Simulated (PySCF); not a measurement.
Computed shifts of a molecule C2H7FSi3, KT2/pcSseg-1 run with PySCF, GIAO, gas phase, equivalent atoms averaged, in ppm (number of nuclei): ¹⁹F: -247.4 (1). ²⁹Si: -32.8 (1), -97.2 (1), -104.1 (1). ¹³C: 113.1 (1), 108.5 (1). ¹H: 5.49 (2), 4.72 (2), 3.96 (3). References: ¹⁹F against CFCl3 (σ = 127.1 ppm); ²⁹Si against TMS (σ = 361.9 ppm); ¹³C against TMS (σ = 185.1 ppm); ¹H against TMS (σ = 31.47 ppm), references at their B3LYP-D3(BJ)/def2-TZVP geometries, non-relativistic. Coordinates come from a r2SCAN-D4/def2-SVP optimisation. One conformer was computed; it need not be the lowest.

Question: Which structure fits?
A) F[SiH2]C1=C[SiH2][SiH2]1
B) F[SiH2]C#C[SiH2][SiH3]
C) C=C1[SiH2][SiH](F)[SiH2]1
D) F[Si@H]1[SiH2]C=C1[SiH3]

Answer: B, F[SiH2]C#C[SiH2][SiH3]
